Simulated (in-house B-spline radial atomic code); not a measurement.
Hg. Computed with a B-spline radial atomic code. Model: non-relativistic spherical atom: semilocal Troullier-Martins pseudo-atom, one channel per l, against all electrons, high spin, G0W0 and RPA with empty states to l = 8, local potential for every l without a channel, a model core (radius 0 = none) keeps its share of the functional.

The core holds an angular momentum without a channel of its own, so the local potential lets valence electrons into it.

Without relativity these are model numbers for so heavy an element.

What the tables leave out is listed at the end.

The pseudopotential gives back the lowest level of each angular momentum of its own functional in the configuration it was made in; a second state of the same l is only approximately right. Exact exchange, RPA and GW see the smooth pseudo-orbitals and miss the exchange with the core, for which the functional's share stands in. The column with an uncorrelated core keeps all orbitals and exact exchange, and so separates missing core correlation from pseudisation. Only the three outermost levels and the lowest empty one were computed. RPA here is direct RPA, with no exchange kernel, and its energies carry an (l + 1/2)⁻⁴ tail. A hybrid on a potential with a model core restores only its own semilocal share of the core's exchange.

Command:
```bash
python run_psgw.py task.json out
```
Settings (lengths in bohr, energies in hartree):
```
Z                      80
electrons              80
configuration          [Xe] 4f14 5d10 6s2
generated_in           [Xe] 4f14 5d10 6s2
functional             pbe,pbe
core_shells            11
radius_factor          0.9
core_correction        False
ion_configuration      [Xe] 4f14 5d10 6s1
```

Cost of the run: 120 s on 1 thread of Arm Neoverse N1, with other jobs on the host.

Given: made with PBE; model core radius 0 bohr; local radius 1.084 bohr; mean-field start PBE.

Valence shells of the generating configuration: 5p, 5d, 6s.

Channel: s 2.282, p 0.873, d 1.036 (radii in bohr).

Computed: largest level miss in the spin-unpolarised generating configuration 0.002 eV; valence RPA correlation energy pseudo -1.3523 hartree; all-electron RPA polarisability, core included 46.723 bohr³; pseudo-atom RPA polarisability 46.824 bohr³; ionisation by mean-field all-electron 8.4685 eV; ionisation by RPA all-electron 8.7977 eV; ionisation by RPA pseudo minus all 0.699 eV.

```tsv
level	occupied	mean-field all-electron (eV)	mean-field pseudo minus all (eV)	G0W0 all-electron (eV)	G0W0 uncorrelated core minus all (eV)	G0W0 pseudo minus all (eV)	exchange self-energy all-electron (eV)	exchange self-energy pseudo (eV)
6s	1	-5.2934	0	-8.4968	0.023	-0.627	-11.23	-11.336
```

What is the valence RPA correlation energy all-electron orbitals?

-1.0447 hartree.

What is the ionisation by mean-field pseudo minus all?

0 eV.

Given: mean-field start PBE0.

Computed: valence RPA correlation energy all-electron orbitals -0.9877 hartree; valence RPA correlation energy pseudo -1.284 hartree; all-electron RPA polarisability, core included 41.943 bohr³; ionisation by mean-field all-electron 8.2005 eV; ionisation by mean-field pseudo minus all 0.303 eV; ionisation by RPA pseudo minus all 0.758 eV.

| level | occupied | mean-field all-electron (eV) | mean-field pseudo minus all (eV) | G0W0 all-electron (eV) | G0W0 uncorrelated core minus all (eV) | G0W0 pseudo minus all (eV) | exchange self-energy all-electron (eV) | exchange self-energy pseudo (eV) |
| --- | --- | --- | --- | --- | --- | --- | --- | --- |
| 6s | 1 | -5.9374 | -0.236 | -8.5293 | 0.026 | -0.777 | -11.02 | -11.76 |

What is the ionisation by RPA all-electron?

8.6266 eV.

What is the pseudo-atom RPA polarisability?

38.4 bohr³.

Given: mean-field start Hartree-Fock.

Computed: valence RPA correlation energy all-electron orbitals -0.8521 hartree; pseudo-atom RPA polarisability 25.408 bohr³; ionisation by mean-field all-electron 6.8138 eV; ionisation by mean-field pseudo minus all 1.239 eV; ionisation by RPA all-electron 8.2052 eV; ionisation by RPA pseudo minus all 0.881 eV.

| level | occupied | mean-field all-electron (eV) | mean-field pseudo minus all (eV) | G0W0 all-electron (eV) | G0W0 uncorrelated core minus all (eV) | G0W0 pseudo minus all (eV) | exchange self-energy all-electron (eV) | exchange self-energy pseudo (eV) |
| --- | --- | --- | --- | --- | --- | --- | --- | --- |
| 6s | 1 | -7.1034 | -1.324 | -8.4113 | 0.026 | -0.796 | -10.063 | -13.015 |
| 5d | 1 | -19.434 | 1.875 | -18.936 | 0.129 | 1.645 | -36.234 | -28.788 |

What is the all-electron RPA polarisability, core included?

37.402 bohr³.

What is the valence RPA correlation energy pseudo?

-1.1204 hartree.

Among the listed levels the largest G0W0 shift of the pseudo-atom is +1.65 eV, for 5d on the Hartree-Fock start, while leaving the core uncorrelated moves that level by +0.13 eV. So pseudisation and the lost core exchange, not the missing core correlation, make the error. Not in the tables (levels of low weight, unsolved or above zero; the highest and the empty levels are kept at any weight): on PBE the G0W0 levels 5d (pseudo minus all +0.34 eV, weights 0.54 and 0.45), 5p (pseudo minus all -73.53 eV, weights 0.00 and 0.03), 6p (pseudo minus all +0.03 eV, weights 0.90 and 0.90); on PBE0 the G0W0 levels 5d (pseudo minus all +0.73 eV, weights 0.76 and 0.74), 5p (pseudo minus all +2.07 eV, weights 0.12 and 0.06), 6p (pseudo minus all +0.10 eV, weights 0.94 and 0.93); on Hartree-Fock the G0W0 levels 5p (pseudo minus all +8.54 eV, weights 0.23 and 0.09).
